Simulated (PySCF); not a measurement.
## Where the electron goes

C₅H₁₂SSi.
Z-matrix (Å and degrees, GFN2-xTB geometry), rows numbered from 1:
```
C 
C   1  1.5164
S   2  1.8309  1  113.06
C   3  1.7952  2  101.05  1    75.40
C   4  1.5383  3  118.16  2   -86.17
Si  5  1.8846  4   66.29  3  -112.65
C   6  1.8936  4  118.39  5   105.64
H   1  1.0871  2  110.71  3   -64.72
H   1  1.0877  2  110.25  3    55.50
H   1  1.0889  2  110.00  3   175.30
H   2  1.0911  1  111.57  3   120.91
H   2  1.0898  1  111.05  3  -117.21
H   4  1.0844  3  109.92  2    50.30
H   5  1.0811  4  115.03  6   112.11
H   5  1.0830  4  115.45  6  -115.69
H   6  1.4523  4  117.35  5  -103.03
H   7  1.0848  6  109.98  4   145.20
H   7  1.0852  6  111.42  4   -95.59
H   7  1.0854  6  112.03  4    25.36
```

Method used: TDDFT B3LYP/def2-SVPD, vertical, gas phase, core orbitals frozen in the response (PySCF 2.14.0, density-fitted response routines). GFN2-xTB frequencies show an imaginary mode (106i cm⁻¹), so this geometry is no minimum at that level.

Frontier orbitals with the atoms that hold most of them (Löwdin shares over 4%, at most four atoms; ? is withheld):

| orbital | ε (eV) | atoms |
| --- | --- | --- |
| LUMO+2 | 0.49 | S3 28%, C1 9%, C2 9%, C4 8% |
| LUMO+1 | 0.28 | C7 27%, Si6 22%, H18 10%, H17 9% |
| LUMO | ? | ? |
| HOMO | -5.81 | S3 66%, C4 10%, C2 7%, C5 6% |
| HOMO-1 | -6.56 | ? |
| HOMO-2 | -7.89 | S3 42%, C4 16%, C5 13%, C2 10% |
| HOMO-3 | -8.81 | C4 25%, S3 19%, C5 16%, C7 9% |

Question: Which atoms hold the LUMO, and with what shares?

Answer: Si6 (bonded to 3 C and H) 37%; H16 (bonded to Si) 13%; C5 (bonded to C, Si and 2 H) 10%; C7 (bonded to Si and 3 H) 10%. By element: silicon 37%, carbon 20% or more, hydrogen 13% or more.

Question: Give the leading atoms of the HOMO-1.

Answer: Si6 (bonded to 3 C and H) 26%; C4 (bonded to C, S, Si and H) 24%; C5 (bonded to C, Si and 2 H) 23%; S3 (bonded to 2 C) 5%. By element: carbon 47% or more, silicon 26%, sulfur 5%.

Question: What is the LUMO energy, and the HOMO–LUMO gap?

Answer: ε(LUMO) = 0.10 eV; the gap is 5.91 eV (0.2171 hartree).

Question: The HOMO–LUMO gap is 5.91 eV. Where does the response calculation put the lowest singlet, and from which orbitals?

Answer: S1 is at 5.04 eV (f = 0.0008), 0.87 eV below the gap, made of HOMO→LUMO (95%). Without the coupling terms of the response equations the lowest excitation would equal the gap.

Question: Give energy, strength and leading configuration of S1, S3 and S7, and follow the Löwdin shares of the leading atoms from the occupied to the empty orbital.

Answer: 
- S1 (5.04 eV, f 0.0008), HOMO→LUMO (95%): S3 66% → at most 10%, C4 10% → at most 10%, Si6 at most 7% → 37%, H16 at most 7% → 13%
- S3 (5.45 eV, f 0.0063), HOMO→LUMO+1 (86%): S3 66% → at most 10%, C4 10% → at most 10%, C7 at most 7% → 27%, Si6 at most 7% → 22%
- S7 (5.98 eV, f 0.0094), HOMO-1→LUMO+1 (82%): Si6 26% → 22%, C4 24% → at most 10%, C7 at most 6% → 27%

Löwdin shares depend on the basis, the more so with diffuse functions.

The run took 47 s of wall time on Arm Neoverse V1, one thread (shared host), and the process peaked at 0.92 GiB of memory.

One conformer stands for the species.
